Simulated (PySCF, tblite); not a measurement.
Isomers of C8H10SSi. All values are computed: GFN2-xTB (tblite) harmonic vibrations without scaling, gas phase. The method is semi-empirical: single wavenumbers can be off by several per cent or more. Modes of hydrogen on silicon can be 10 to 20 % off. One conformer each.

Electronic energies: PBE0/pcSseg-1 single points on the GFN2-xTB geometries (PySCF, gas phase).

```
                             SMILES  electronic energy, lowest = 0 (kJ/mol)
         C1=C[C@H](c2cccs2)[SiH2]C1                                     0.0
             C#CC(=C=S)[SiH2]C1CCC1                                   294.9
CC(=S)C1=C[C@@]2([SiH3])C=C[C@@H]12                                   286.5
            C=C=C(C#C[SiH2]C)C(C)=S                                   269.9
        CC(=S)C#CC1=C[SiH2][C@@H]1C                                   245.3
```

Q: How do GFN2-xTB zero-point energies change the relative energies?

A: 
```tsv
SMILES	ZPE (kJ/mol)	of it from modes above 1550 cm⁻¹	electronic (kJ/mol)	with ZPE, lowest = 0 (kJ/mol)	lowest mode (cm⁻¹)	rings
C1=C[C@H](c2cccs2)[SiH2]C1	389.6	192.8	0.0	0.0	31	2
CC(=S)C#CC1=C[SiH2][C@@H]1C	381.2	194.3	245.3	236.9	15	1
C=C=C(C#C[SiH2]C)C(C)=S	371.7	197.5	269.9	252.0	6i	0
CC(=S)C1=C[C@@]2([SiH3])C=C[C@@H]12	377.5	188.5	286.5	274.4	48	2
C#CC(=C=S)[SiH2]C1CCC1	384.3	197.4	294.9	289.6	11	1
```

The zero-point energies span 17.9 kJ/mol, from `C=C=C(C#C[SiH2]C)C(C)=S` to `C1=C[C@H](c2cccs2)[SiH2]C1`. Slightly imaginary modes are left out of the zero-point energy: `C=C=C(C#C[SiH2]C)C(C)=S` 6.0i cm⁻¹. The order is unchanged.

Q: And how do the electronic energies of GFN2-xTB itself compare?

A: `C1=C[C@H](c2cccs2)[SiH2]C1` 0.0; `CC(=S)C#CC1=C[SiH2][C@@H]1C` 217.5; `C=C=C(C#C[SiH2]C)C(C)=S` 269.9; `CC(=S)C1=C[C@@]2([SiH3])C=C[C@@H]12` 183.8; `C#CC(=C=S)[SiH2]C1CCC1` 234.9 kJ/mol, lowest = 0. Against the energies above, taken from the same isomer `C1=C[C@H](c2cccs2)[SiH2]C1`, the largest difference is 102.7 kJ/mol.
